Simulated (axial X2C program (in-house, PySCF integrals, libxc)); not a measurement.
**Which functional? An output for CuIn**

An SCF output computed with an axial X2C code built on PySCF integrals for CuIn at 2.560 Å, two-component, state Ω = 0, In dyall-cv3z [11s12p9d4f1g], Cu dyall-cv3z [9s9p6d3f2g] (cores contracted in-house), without its first line:

```
basis functions 234  fitting functions 1235  grid points 5802
iter        total energy     max residual
   1      -7528.523906894     2.08e-01
   2      -7528.567769997     3.87e-02
   3      -7528.563168910     6.02e-02
   4      -7528.576347732     2.05e-03
   5      -7528.576720015     2.15e-03
   6      -7528.576832682     3.70e-04
   7      -7528.576850545     2.42e-04
   8      -7528.576858705     1.60e-04
   9      -7528.576862141     1.24e-04
  10      -7528.576864371     9.09e-05
  11      -7528.576866467     3.81e-05
  12      -7528.576866871     1.10e-05
  13      -7528.576866902     5.07e-06
  14      -7528.576866904     1.49e-06
converged
one-electron -10980.93514435  Coulomb 3387.53538169  exact exchange -225.12703573  xc functional 0.00000000  nuclear repulsion 293.73469403  atomic mean-field constant -3.78476255
```

Question: Which level of theory produced it?
A. PBE0
B. HF
C. r2SCAN

Answer: B. The exact-exchange term against the functional term shows a share of 1 of exact exchange.
